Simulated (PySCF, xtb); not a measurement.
Si(CCH)(F)3 (C₂HF₃Si), SMILES C#C[Si](F)(F)F.

GFN2-xTB run with xtb 6.7.1 at its own geometry gives an orbital gap of 5.95 eV and a dipole moment of 3.07 D.

Geometry optimised at B3LYP-D3(BJ)/def2-SVP.

### Question
What does M06-2X/def2-TZVP run with PySCF give? (The exact figures need the calculation; the answer reports its results.)

### Answer
gap 10.56 eV (levels -10.64 and -0.09 eV), dipole 2.82 D.
